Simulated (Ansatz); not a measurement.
Cost and result for the atomization energy of ClGaH, SMILES `[Cl][GaH]` radical (3 atoms, 2 bonds).

Bond lengths: Cl1–Ga2 2.168 Å, Ga2–H3 1.604 Å. Angles: Cl1–Ga2–H3 115.5°.

Total charge 0; spin multiplicity 2. Correlated methods include outer-core shells of Ga, which these sets cover unevenly. Scalar relativity is left out up to krypton. The geometry is a stationary point of PBE0-D4/def2-TZVP. Program: Ansatz. All runs use 2 threads of a server CPU on a shared host. Times are those of one run each, without the atoms' runs, and a repeat can differ threefold. Electronic energies, without spin–orbit coupling; frozen cores. CCSD(T)/CBS adds CCSD(T) − MP2 in def2-TZVPP to the MP2 limit, and its time is that of the two runs behind it. T1 = 0.015; ⟨S²⟩ of the reference is 0.76. With those shells the extrapolation isn't a true limit. HSE06 is the plane-wave form, built on full-range PBE exchange.

CCSD(T)/CBS is a level of theory with its own doubt, some kJ/mol a heavy atom from the limit and from the frozen cores, so smaller differences don't rank the functionals.

| level | functions | wall time |
| --- | --- | --- |
| LDA (SPW92)/def2-TZVPP | 104 | 1.3 s |
| CCSD(T)/def2-SVP | 55 | 2.3 s |
| BHLYP-D4/def2-TZVPP | 104 | 2.4 s |
| B2PLYP/def2-TZVPP | 104 | 2.7 s |
| HSE06-D4/def2-TZVPP | 104 | 3 s |
| CAM-B3LYP-D4/def2-TZVPP | 104 | 3 s |
| r2SCAN-D4/def2-TZVPP (with forces) | 104 | 4.1 s |
| r2SCANh-D4/def2-TZVPP | 104 | 4.4 s |
| B97M-V/def2-TZVPP | 104 | 6.5 s |
| ωB97M-V/def2-TZVPP (with forces) | 104 | 8.5 s |
| MP2/def2-QZVPP | 189 | 10 s |
| CCSD(T)/def2-TZVPP | 104 | 12 s |
| CCSD(T)/CBS(def2) | – | 22 s |

What atomization energy does each give, and how far from CCSD(T)/CBS? (Estimate.)

Ansatz gave: 
```csv
level,atomization (kJ/mol),difference from CCSD(T)/CBS,per bond
LDA (SPW92)/def2-TZVPP,676.8,94.4,47.2
CCSD(T)/def2-SVP,544.0,-38.4,-19.2
BHLYP-D4/def2-TZVPP,567.9,-14.5,-7.2
B2PLYP/def2-TZVPP,575.4,-7.0,-3.5
HSE06-D4/def2-TZVPP,588.8,6.4,3.2
CAM-B3LYP-D4/def2-TZVPP,580.0,-2.4,-1.2
r2SCAN-D4/def2-TZVPP (with forces),609.2,26.8,13.4
r2SCANh-D4/def2-TZVPP,604.7,22.3,11.2
B97M-V/def2-TZVPP,606.2,23.8,11.9
ωB97M-V/def2-TZVPP (with forces),587.1,4.7,2.4
MP2/def2-QZVPP,594.8,12.4,6.2
CCSD(T)/def2-TZVPP,577.1,-5.3,-2.7
CCSD(T)/CBS(def2),582.4,0.0,0.0
```

In def2-TZVPP, CCSD(T) changes the Hartree–Fock value by +129.1 kJ/mol (the triples alone add +10.4 kJ/mol) and MP2 by +143.5 kJ/mol; breaking electron pairs costs correlation energy, which Hartree–Fock lacks. From PBE to PBE0 (25 % exact exchange), in def2-TZVPP and without D4, the atomization energy moves by −3.6 kJ/mol: exact exchange takes away binding that semilocal exchange gives to molecules. Leaving LDA and LC-ωPBE aside and taking each functional with its dispersion term where it has one, the values spread over 41.3 kJ/mol, from BHLYP-D4 to r2SCAN-D4. LDA lies +88.9 kJ/mol from PBE without D4, its usual overbinding.
